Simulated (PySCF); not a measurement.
Zr(H)3(OSiH3) (H6OSiZr), SMILES [SiH3][O][ZrH3], multiplicity 1.

Geometry optimised at B3LYP-D3(BJ)/def2-SVP. The multiplicity is an assumed one; no other spin state was optimised. The structure was generated by enumeration; whether it is a known compound was not checked. The def2 effective core potentials stand for the cores of Zr; spin–orbit coupling is left out.

Calculation: M06-2X/def2-TZVPD (PySCF).

The molecule is in vacuum.

| Property | Result |
|---|---|
| total energy | -415.29953 hartree |
| point group | C3v |
| highest occupied level | -9.38 eV |
| lowest empty level | -1.23 eV |
| orbital gap | 8.15 eV |
| dipole moment | 1.18 D |
| quadrupole, principal values (traceless, Buckingham form, about the centre of nuclear charge) | -2.82, -2.82, 5.64 D·Å |
| mean static polarisability | 82.0 bohr³ (12.15 Å³) |
| polarisability, principal values | 76.9, 76.9, 92.1 bohr³ |
